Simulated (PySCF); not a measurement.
(BeSe)4 cube, Be4Se4.
Structure used (PBE0-D3(BJ)/def2-SVP), in Å, numbered top down from 1:
```
atom  x, y, z in Å
Be1    1.3057    0.3805    0.5599
Se2    0.6700    1.8743   -0.9081
Be3   -0.9743    1.0298    0.2634
Se4   -0.1943    0.2495    2.1532
Be5   -0.4155   -1.2707    0.5916
Se6    1.5006   -1.5662   -0.4248
Be7    0.1545   -0.1824   -1.4577
Se8   -1.9083   -0.6004   -0.8613
```

Method: PySCF, PBE0-D3(BJ)/def2-SVP geometry optimisation, gas phase.

Task: Which atoms are bound to Be1, and at what distances?

Result: 3 atoms: Se2 2.189 Å, Se6 2.190 Å, Se4 2.192 Å. The nearest atom not counted as bound is Be5, at 2.39 Å (others tie with it).

Task: List the angles at Be1.

Result: 
```json
{"angle": "Se4–Be1–Se6", "degrees": "109.5", "distance of the outer atoms (Å)": "3.58"}
{"angle": "Se2–Be1–Se6", "degrees": "109.3", "distance of the outer atoms (Å)": "3.57"}
{"angle": "Se2–Be1–Se4", "degrees": "109.2", "distance of the outer atoms (Å)": "3.57"}
```

Task: What is the shape at Be1?

Result: Pyramidal: angles 109.5°, 109.3° and 109.2°, sum 328.1°, 0.73 Å off the plane of its three neighbours. Differences among atoms that Td makes equivalent are scatter left by the optimiser.

Task: Give some angles away from the centre.

Result: Be1–Se2–Be3 66.2°.

Task: What are the rotational constants (commonest isotopes, rigid rotor)?

Result: A = 472.4, B = 471.7, C = 470.6 MHz: a spherical top.

Point group: Td (tolerance 0.08 Å). Charge 0, singlet. Not checked by PBE0-D3(BJ)/def2-SVP frequencies.

Time: 4.8 min of wall time; peak memory 1.1 GiB. Hardware: AMD EPYC, one thread, shared host. These figures are those of the optimisation.

One conformer stands for the species.
